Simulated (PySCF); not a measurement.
**Electron correlation in Tc (technetium, neutral)**

[Kr] 4d5 5s2, high-spin 6S determinant. Computed with PySCF 2.14 in cc-pVDZ-PP with ECP28MDF, with a scalar-relativistic core potential. Frozen: 4s2 4p6; 7 electrons correlated.

MP2 pair energies summed by pair of shells (mhartree):

| pair | energy | share (%) |
| --- | --- | --- |
| 4d-4d | -42.78 | 45.5 |
| 4d-5s | -32.92 | 35.0 |
| 5s-5s | -18.27 | 19.4 |

Total MP2 correlation energy: -93.96 mhartree.

Same-spin part -57.29 and opposite-spin part -36.67 mhartree; SCS-MP2 scales them by 1/3 and 6/5 to -63.11 mhartree.
